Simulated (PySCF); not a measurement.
**A series of square pyramidal complexes of Cr(II)**

All values are computed with PySCF: state-averaged CASSCF of the d shell with SC-NEVPT2, spin-free X2C, triple-zeta basis on the metal and double-zeta on the ligands, mean-field spin-orbit coupling; model geometries with bond lengths from ionic radii.

```tsv
complex	point group	M–L / Å	L–M–L / ° (cis)	solvent
[CrCl5]3-	C4v	2.45	88–100	water
[CrI5]3-	C4v	2.80	88–100	water
[CrF5]3-	C4v	2.04	88–100	water
[CrBr5]3-	C4v	2.60	88–100	water
```

(1) Rank by the spin-orbit constant ζ, lowest first.
A. [CrF5]3-
B. [CrCl5]3-
C. [CrI5]3-
D. [CrBr5]3-

(2) What are the ground states and moments?

The square pyramidal shape is imposed. Real complexes may take another, with another ground state.

## Answers

(1) C (182 cm⁻¹), D (204 cm⁻¹), B (223 cm⁻¹), A (229 cm⁻¹).

(2) 
```tsv
complex	shell	ground state (NEVPT2)	total orbital splitting (CASSCF fit) / cm⁻¹	μeff(300 K) / μB
[CrCl5]3-	d4	5B1	8220	4.87
[CrI5]3-	d4	5B1	6246	4.89
[CrF5]3-	d4	5B1	11745	4.88
[CrBr5]3-	d4	5B1	7013	4.88
```
